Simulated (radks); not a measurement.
Valence configurations of Cs (all share [Xe]). All-electron calculation, Dirac Kohn-Sham, PBEsol, spin-unpolarised, spherical densities, finite nucleus; open shells fill j = l - 1/2 first; Fermi nuclear charge, rms radius 4.8041 fm. Program: a radial shooting solver on a logarithmic mesh with Libxc functionals. Energies are relative to 6s1; eigenvalues in eV.

[
 {"valence": "6s1", "E (eV)": "0.000", "e(4f5/2)": "-", "e(5d3/2)": "-", "e(6p1/2)": "-", "e(6s1/2)": "-2.084"},
 {"valence": "4f1", "E (eV)": "2.890", "e(4f5/2)": "-0.428", "e(5d3/2)": "-", "e(6p1/2)": "-", "e(6s1/2)": "-"},
 {"valence": "6p1", "E (eV)": "1.303", "e(4f5/2)": "-", "e(5d3/2)": "-", "e(6p1/2)": "-1.294", "e(6s1/2)": "-"},
 {"valence": "5d1", "E (eV)": "1.642", "e(4f5/2)": "-", "e(5d3/2)": "-0.569", "e(6p1/2)": "-", "e(6s1/2)": "-"},
 {"valence": "4f0.5 6s0.5", "E (eV)": "1.268", "e(4f5/2)": "-0.276", "e(5d3/2)": "-", "e(6p1/2)": "-", "e(6s1/2)": "-3.212"},
 {"valence": "5d0.5 6s0.5", "E (eV)": "0.833", "e(4f5/2)": "-", "e(5d3/2)": "-0.458", "e(6p1/2)": "-", "e(6s1/2)": "-2.105"}
]

NIST lists [Xe] 6s1 as the ground configuration; this level of theory agrees among the configurations tried. The energies are those of spherical spin-averaged densities, not of single terms.
